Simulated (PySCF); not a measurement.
SnOF, SMILES [O]=[Sn][F], multiplicity 2. Atoms are numbered in the order given.

```xyz
3

Sn     0.3340     0.0317     0.0000
O     -1.0710     1.4639     0.0000
F     -0.9035    -1.4774     0.0000
```
Charge 0, spin multiplicity 2.

Geometry optimised at B3LYP-D3(BJ)/def2-TZVP. The def2 effective core potentials stand for the cores of Sn; spin–orbit coupling is left out.

Calculation: TDA-B3LYP/def2-SVPD (PySCF).

Vertical excitations. The molecule is in vacuum.

| state | energy (eV) | λ (nm) | f | main pairs |
|---|---|---|---|---|
| root 1 | 0.63 | 1974 | 0.000 | β HOMO−1→LUMO 98 % |
| root 2 | 0.90 | 1372 | 0.002 | β HOMO→LUMO 88 % |
| root 3 | 3.44 | 360 | 0.000 | α HOMO→LUMO 39 %, β HOMO→LUMO+1 59 % |
| root 4 | 3.89 | 318 | 0.013 | β HOMO−2→LUMO 72 % |
| root 5 | 4.30 | 289 | 0.005 | α HOMO−1→LUMO 28 %, β HOMO−1→LUMO+1 67 % |
| root 6 | 4.58 | 271 | 0.070 | α HOMO→LUMO 54 %, β HOMO→LUMO+1 37 % |
| root 7 | 4.66 | 266 | 0.002 | β HOMO−4→LUMO 85 % |
| root 8 | 4.72 | 263 | 0.006 | β HOMO−3→LUMO 96 % |
| root 9 | 5.54 | 224 | 0.005 | α HOMO−1→LUMO 49 %, α HOMO→LUMO+1 22 %, β HOMO−1→LUMO+1 14 %, β HOMO→LUMO+2 7 % |
| root 10 | 5.69 | 218 | 0.004 | α HOMO→LUMO+1 23 %, α HOMO−1→LUMO 13 %, β HOMO→LUMO+2 44 %, β HOMO→LUMO+3 8 % |
Unrestricted roots are not spin-pure.
